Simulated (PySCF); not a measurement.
C$_{2}$H$_{3}$O (SMILES C[C]=O), doublet, geometry from GFN2-xTB; DF-M062X/aug-cc-pVDZ (PySCF).

PySCF was given this input:
```python
from pyscf import gto, scf, dft
import numpy

mol = gto.Mole()
mol.atom = '''
    C    -0.982806   -0.640317    0.009182
    C     0.008928    0.456806    0.003562
    H    -0.514694   -1.629554   -0.005653
    H    -1.602347   -0.538696    0.898221
    H    -1.628027   -0.524487   -0.859623
    O     1.198543    0.474226   -0.013676
'''
mol.basis = 'aug-cc-pvdz'
mol.charge = 0
mol.spin = 1
mol.verbose = 4
mol.build()
print('smallest overlap eigenvalue', numpy.linalg.eigvalsh(mol.intor('int1e_ovlp'))[0])

mf = dft.UKS(mol)
mf.xc = 'm062x'
mf = mf.density_fit(auxbasis='def2-universal-jkfit')
mf.kernel()
```

The log (banner, timings and long lists left out):

```
PySCF version 2.14.0

[INPUT] verbose = 4
[INPUT] num. atoms = 6
[INPUT] num. electrons = 23
[INPUT] charge = 0
[INPUT] spin (= nelec alpha-beta = 2S) = 1
[INPUT] symmetry False subgroup None
[INPUT] Mole.unit = angstrom
[INPUT] Symbol           X                Y                Z      unit          X                Y                Z       unit  Magmom
[INPUT]  1 C     -0.982806000000  -0.640317000000   0.009182000000 AA   -1.857234173579  -1.210023762903   0.017351465276 Bohr   0.0
[INPUT]  2 C      0.008928000000   0.456806000000   0.003562000000 AA    0.016871474840   0.863238232058   0.006731204456 Bohr   0.0
[INPUT]  3 H     -0.514694000000  -1.629554000000  -0.005653000000 AA   -0.972630697957  -3.079410765189  -0.010682621782 Bohr   0.0
[INPUT]  4 H     -1.602347000000  -0.538696000000   0.898221000000 AA   -3.027996986518  -1.017987904399   1.697391689333 Bohr   0.0
[INPUT]  5 H     -1.628027000000  -0.524487000000  -0.859623000000 AA   -3.076525153397  -0.991136785895  -1.624452040377 Bohr   0.0
[INPUT]  6 O      1.198543000000   0.474226000000  -0.013676000000 AA    2.264918018515   0.896157261148  -0.025843894480 Bohr   0.0

nuclear repulsion = 63.0124548875497
number of shells = 39
number of NR pGTOs = 138
number of NR cGTOs = 96
basis = aug-cc-pvdz
ecp = {}
smallest overlap eigenvalue 0.00023155192439255147

******** <class 'pyscf.df.df_jk.DFUKS'> ********
method = DFUKS
initial guess = minao
damping factor = 0
level_shift factor = 0
DIIS = <class 'pyscf.scf.diis.CDIIS'>
diis_start_cycle = 1
diis_space = 8
diis_damp = 0
SCF conv_tol = 1e-09
SCF conv_tol_grad = None
SCF max_cycles = 50
direct_scf = False
number electrons alpha = 12  beta = 11
XC library pyscf.dft.libxc version 7.1.2
    S. Lehtola, C. Steigemann, M. J. T. Oliveira, and M. A. L. Marques,  SoftwareX 7, 1–5 (2018)
XC functionals = m062x
    Y. Zhao and D. G. Truhlar,  Theor. Chem. Acc. 120, 215 (2008)
    Y. Zhao and D. G. Truhlar,  Theor. Chem. Acc. 120, 215 (2008)
radial grids:
    Treutler-Ahlrichs [JCP 102, 346 (1995); DOI:10.1063/1.469408] (M4) radial grids

becke partition: Becke, JCP 88, 2547 (1988); DOI:10.1063/1.454033
pruning grids: <function nwchem_prune>
grids dens level: 3
symmetrized grids: False
atomic radii adjust function: <function treutler_atomic_radii_adjust>
small_rho_cutoff = 0
Set gradient conv threshold to 3.16228e-05
tot grids = 71744
******** <class 'pyscf.df.df.DF'> ********
auxbasis = def2-universal-jkfit
init E= -153.448413202892

cycle= 1 E= -153.042429151433  delta_E= 0.406  |g|= 0.441  |ddm|= 2.39
cycle= 2 E= -152.866504489243  delta_E= 0.176  |g|= 0.837  |ddm|= 0.967
cycle= 3 E= -153.130796739782  delta_E= -0.264  |g|= 0.0314  |ddm|= 0.589
cycle= 4 E= -153.131357080603  delta_E= -0.00056  |g|= 0.0185  |ddm|= 0.0791
cycle= 5 E= -153.131550847295  delta_E= -0.000194  |g|= 0.00544  |ddm|= 0.0424
cycle= 6 E= -153.131574552198  delta_E= -2.37e-05  |g|= 0.0012  |ddm|= 0.0128
cycle= 7 E= -153.131576759903  delta_E= -2.21e-06  |g|= 0.000343  |ddm|= 0.00471
cycle= 8 E= -153.131577003336  delta_E= -2.43e-07  |g|= 0.000175  |ddm|= 0.0013
cycle= 9 E= -153.131577080304  delta_E= -7.7e-08  |g|= 7.98e-05  |ddm|= 0.000673
cycle= 10 E= -153.131577105329  delta_E= -2.5e-08  |g|= 2.76e-05  |ddm|= 0.000393
cycle= 11 E= -153.131577107833  delta_E= -2.5e-09  |g|= 1e-05  |ddm|= 0.000119
cycle= 12 E= -153.131577107993  delta_E= -1.6e-10  |g|= 4.09e-06  |ddm|= 3.4e-05
Extra cycle  E= -153.131577107995  delta_E= -2.44e-12  |g|= 5.42e-06  |ddm|= 8.88e-06
converged SCF energy = -153.131577107995  <S^2> = 0.75359736  2S+1 = 2.0035941
```
